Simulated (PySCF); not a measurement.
A geometry optimisation on `B[C@@H]1C[Te][C@@H]1F`.

Method: PBE0-D3(BJ)/def2-SVP geometry optimisation, gas phase, def2 core potentials past Kr (PySCF 2.14.0). Start geometry: GFN2-xTB. The input is one job of a driver script: a line of settings, then coordinates in Å.

Input:
```
{"job": {"xc": "PBE0", "basis": "def2-SVP", "d3": "d3bj", "grid": 1, "maxiter": 30, "shake": 0.01, "kind": "geom"}, "charge": 0, "multiplicity": 1}
B      1.305390    -0.999570    -0.320940
C      0.109580    -0.172600     0.346250
C     -1.346700    -0.495090    -0.078350
Te    -1.985400     1.561860     0.189960
C      0.151140     1.347210     0.173230
F      0.652190     1.740380    -1.040830
H      1.081550    -2.023000    -0.795380
H      2.380280    -0.524940    -0.328710
H      0.205730    -0.347930     1.445860
H     -1.827400    -1.231010     0.562840
H     -1.410640    -0.792120    -1.101990
H      0.723970     1.908550     0.939030
```

Output:
```
step   0  E = -510.13318127  max force = 0.033765
step   1  E = -510.13816111  max force = 0.007707
step   2  E = -510.13860367  max force = 0.002411
step   3  E = -510.13868891  max force = 0.001769
step   4  E = -510.13873623  max force = 0.001218
step   5  E = -510.13875702  max force = 0.000540
step   6  E = -510.13876437  max force = 0.000438
optimisation converged
```

Energies in Eh; «max force» is the largest Cartesian gradient component in Eh/bohr.

Problem. Give the first gradient maximum in eV/Å.

Solution. With 1 Eh/bohr = 51.422 eV/Å, 1.736 eV/Å.

In short: final energy -510.13876 Eh after 6 steps; dipole 1.94 D.

Problem. How long does this job take on an Arm Neoverse V1 with one thread, shared host? And the peak memory of the process?

Solution. About 54 s, with 0.51 GiB resident at the peak, the Python interpreter and its libraries included.
Labels such as C1 count atoms from 1, the log's own numbers from 0.
